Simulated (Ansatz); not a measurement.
Ansatz (a first-principles code) input (revPBE/def2-TZVPD):

Ansatz 0.2 input:
```yaml
crystal:
  periodic: [false, false, false]
  atoms:
    - {symbol: Si, position_ang: [-0.52968026, 0.27771185, -0.01333584]}
    - {symbol: F, position_ang: [-1.16163375, -0.83904229, -0.95539940]}
    - {symbol: F, position_ang: [-0.85800079, -0.14266202, 1.48649089]}
    - {symbol: Cl, position_ang: [1.50542556, 0.29102194, -0.27018362]}
basis:
  gaussian:
    orbitals: def2-TZVPD
hamiltonian:
  xc: {name: revPBE}
magnetization: {spin_polarized: true, initial_magnetization: 1}
output: {forces: true}
```

Output:

```
Functional definition: revPBE
integrals: 0.09 GiB planned
949 factors; their error is unknown
mean field: 0.76 GiB planned
mean field evaluation 1: about -25831.3928 eV, gradient 3.5e1 eV
mean field evaluation 2: about -25816.1795 eV, gradient 8.0e1 eV
mean field evaluation 4: about -25834.7998 eV, gradient 2.4e0 eV
mean field evaluation 8: about -25834.8172 eV, gradient 5.8e-2 eV
mean field evaluation 16: about -25834.8172 eV, gradient 2.3e-5 eV
mean field -25834.81717636 eV, -949.4120197630 hartree, gradient 1.2e-5 eV, S^2 0.751752; 0 other end points of the search recorded, 0 dependent functions left out
the calculation of the forces begins
reference -25834.81725156 eV, -949.4120225267 hartree; 25, 24 occupied and 144, 145 virtual orbitals, 949 factors
Total energy: -25834.81725156 eV, -949.4120225267 hartree
Atom 0 at    -0.529680     0.277712    -0.013336 Å, force     0.202189     0.577276    -0.189769 eV/Å
Atom 1 at    -1.161634    -0.839042    -0.955399 Å, force    -0.294307    -0.462134    -0.443977 eV/Å
Atom 2 at    -0.858001    -0.142662     1.486491 Å, force    -0.155459    -0.143687     0.672671 eV/Å
Atom 3 at     1.505426     0.291022    -0.270184 Å, force     0.247577     0.028545    -0.038925 eV/Å
Dipole moment:    -0.011175     0.181301    -0.050314 e Å
```

It need not be the lowest isomer of its formula.
